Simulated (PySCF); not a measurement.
## Spinor energies of Bi²⁺ (bismuth, charge +2)

Start: [Xe] 4f14 5d10 6s2 6p1; 6p3/2 filled at m_j = +3/2. Calculated with PySCF 2.14 in x2c-TZVPPall-2c: generalised Hartree-Fock with the X2C-1e Hamiltonian and a Gaussian nucleus; one run each with spin-orbit coupling (SO) screened by Boettger's factors, then bare. This is a chosen level, not necessarily the ground level.

```tsv
spinor shell	electrons	ε, screened SO (eV)	ε, bare SO (eV)	weight of nominal j (bare SO)	rms radius, bare SO (bohr)
1s1/2	2	-91028.2	-91025.7	1.000	0.0178
2s1/2	2	-16526.0	-16525.1	1.000	0.0718
2p1/2	2	-15854.2	-15906.2	1.000	0.0605
2p3/2	4	-13529.8	-13514.6	1.000	0.0691
3s1/2	2	-4075.9	-4075.7	1.000	0.183
3p1/2	2	-3773.3	-3784.8	1.000	0.174
3p3/2	4	-3245.8	-3242.3	1.000	0.192
3d3/2	4	-2755.6	-2765.0	1.000	0.167
3d5/2	6	-2644.1	-2638.1	1.000	0.173
4s1/2	2	-989.14	-989.06	1.000	0.401
4p1/2	2	-856.40	-859.29	1.000	0.403
4p3/2	4	-724.61	-723.72	1.000	0.438
4d3/2	4	-508.61	-510.75	1.000	0.445
4d5/2	6	-483.33	-481.97	1.000	0.458
4f5/2	6	-200.26	-201.81	1.000	0.478
5s1/2	2	-199.63	-199.63	1.000	0.890
4f7/2	8	-194.83	-193.61	1.000	0.481
5p1/2	2	-151.28	-151.86	1.000	0.952
5p3/2	4	-126.00	-125.83	1.000	1.04
5d3/2	4	-55.641	-55.943	0.999	1.28
5d5/2	6	-52.357	-52.185	0.999	1.33
6s1/2	2	-34.313	-34.317	1.000	2.24
6p3/2	1	-22.480	-22.467	1.000	2.90
```

| quantity | screened SO | bare SO |
| --- | --- | --- |
| E (hartree) | -21554.07017 | -21556.50253 |
| M_J | 3/2 | 3/2 |
| ⟨J²⟩ | 3.756 | 3.756 |
| ⟨L²⟩ | 2.210 | 2.226 |
| ⟨S²⟩ | 0.958 | 0.974 |

Each row is a mean over spinors that exchange with the open shell spreads, by up to 1.982 eV (6s1/2).

Breit and QED terms are absent; they matter most for the inner s and p1/2 levels.

Densities and radii are taken from the X2C orbitals without a picture-change correction, which distorts them close to the nucleus.
